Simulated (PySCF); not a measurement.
P (phosphorus, neutral) across methods

[Ne] 3s2 3p2 3d1, one real determinant (an excited configuration). All numbers are calculated (PySCF 2.14, scalar relativity by spin-free X2C-1e, in dyall-av3z).

```csv
method,E (hartree),mean ε 3s β (eV),mean ε 3p α (eV),mean ε 3d α (eV),Σ⟨r²⟩ (bohr²),⟨S²⟩
B3LYP,-341.7921,-16.386,-9.475,0.314,41.15,3.751
r2SCAN,-341.7344,-15.354,-8.994,0.626,41.11,3.753
LC-wPBE,-341.6496,-19.272,-12.729,-1.263,40.46,3.752
CAM-B3LYP,-341.7743,-18.017,-11.094,-0.435,40.93,3.751
PBE,-341.6196,-15.150,-8.532,0.579,40.90,3.751
LDA,-340.4928,-15.344,-8.512,0.665,40.82,3.751
PBE0,-341.6389,-16.402,-9.884,0.155,40.98,3.752
UHF,-341.19440,-18.862,-13.359,-0.662,42.11,3.756
```

**Question.** Estimate the same row for TPSSh.

**Answer.** E (hartree) = -341.7815; mean ε 3s β (eV) = -15.614; mean ε 3p α (eV) = -9.258; mean ε 3d α (eV) = 0.456; Σ⟨r²⟩ (bohr²) = 40.95; ⟨S²⟩ = 3.752.

⟨L²⟩ = 8.00 against 12 for a pure F term, so this real determinant mixes terms. The outer electron is Rydberg-like, and this basis confines it to a smaller radius and binds it less than a complete one would.

The highest occupied level is positive at B3LYP, TPSSh, r2SCAN, PBE, LDA, PBE0: only the finite basis holds that electron, which in a density functional comes from self-interaction.
